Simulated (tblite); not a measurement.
C5H8N2S2Si.
SMILES with atom numbers: `[CH2:1]=[CH:2][S:3][c:4]1[cH:5][c:6]([S:7][SiH3:8])[n:9][nH:10]1` (hydrogens: H11, H12 on C1; H13 on C2; H14 on C5; H15, H16, H17 on Si8; H18 on N10)

Cartesian coordinates in Å at the GFN2-xTB level; atoms count from 1:
```
atom  x, y, z in Å
C1     4.429   -0.592   -0.121
C2     3.110   -0.536   -0.065
S3     2.243    0.844    0.607
C4     0.616    0.495    0.065
C5     0.120   -0.201   -1.019
C6    -1.275   -0.091   -0.886
S7    -2.537   -0.723   -1.881
Si8   -4.095    0.144   -0.641
N9    -1.604    0.620    0.182
N10   -0.445    0.967    0.760
H11    4.930   -1.461   -0.510
H12    5.048    0.219    0.223
H13    2.464   -1.332   -0.396
H14    0.653   -0.698   -1.801
H15   -3.950    1.587   -0.695
H16   -4.004   -0.464    0.674
H17   -5.282   -0.307   -1.363
H18   -0.429    1.538    1.589
```

Method: GFN2-xTB as coded in tblite; computed harmonic values from a numerical Hessian at the method's own geometry, unscaled. This tight-binding method is rough: wavenumbers can miss measured ones by several per cent, in bad cases by 10 to 20. Modes of hydrogen on silicon can be 10 to 20 % off. One conformer, not necessarily the lowest.

Harmonic wavenumbers (cm⁻¹): 29.5, 55.0, 67.2, 90.1, 116.4, 165.9, 238.1, 267.5, 309.6, 326.7, 353.5, 438.6, 490.8, 492.9, 549.4, 561.6, 571.1, 605.5, 613.6, 633.9, 718.7, 732.4, 782.5, 782.9, 787.6, 853.5, 942.5, 959.6, 983.1, 1010.7, 1062.9, 1137.3, 1192.8, 1226.1, 1363.2, 1377.9, 1385.7, 1411.2, 1493.8, 1652.7, 2284.2, 2348.8, 2356.1, 3094.0, 3112.4, 3143.2, 3202.0, 3468.0.

A = 2842, B = 361.0, C = 324.4 MHz; mass 187.990 u (most abundant isotopes); point group C1, symmetry number 1.

Question: What is the zero-point energy?

Answer: Half the sum of the wavenumbers: 25921 cm⁻¹ = 310.09 kJ/mol.

Question: What is S at 298.15 K and 1 bar for an ideal gas of classical rigid rotors and harmonic oscillators?

Answer: Translation 174.16, rotation 130.74, vibration 160.53: S = 465.4 J/(mol K).

Question: And Cp and H(298.15 K) − H(0)?

Answer: Cp = 190.78 J/(mol K), of which vibrations give 157.53 (their classical limit is 48 R = 399.1); H(298.15 K) − H(0) = 34.16 kJ/mol without the zero-point energy, 24.25 from vibrations.

Question: How do the functions run with temperature in this model?

Answer: 
```tsv
T (K)	S (J/(mol K))	Cp (J/(mol K))	H − H(0) (kJ/mol)	G − H(0) (kJ/mol)	ln q(vib)
100	321.6	89.5	6.26	-25.90	2.85
200	399.5	141.7	17.79	-62.10	6.27
300	466.6	191.6	34.52	-105.47	9.59
500	583.0	264.2	80.70	-210.79	15.97
800	721.8	324.9	170.03	-407.43	24.63
1000	797.1	349.6	237.62	-559.51	29.78
```

q(vib) and H(0) count from the zero-point level.

Question: Blend soft modes into free rotors: weight 1/[1 + (100 cm⁻¹/ν̃)⁴] for the oscillator and the rest for a rotor with moment μB/(μ + B), μ = h/(8π²ν), B = 10⁻⁴⁴ kg m². What vibrational entropy results?

Answer: 142.75 J/(mol K) in place of 160.53, which changes −T·S at 298.15 K by +5.30 kJ/mol.

Hindered rotation and anharmonicity are outside this model. Other conformers, if any are populated, would add a mixing term that is left out. The structure is chiral; the term R ln 2 for an equal mix with its mirror image is left out.

The run took 3.5 s wall on an Intel Xeon at 2.50 GHz with one thread, no GPU, shared host. The figure is for the frequency step alone.
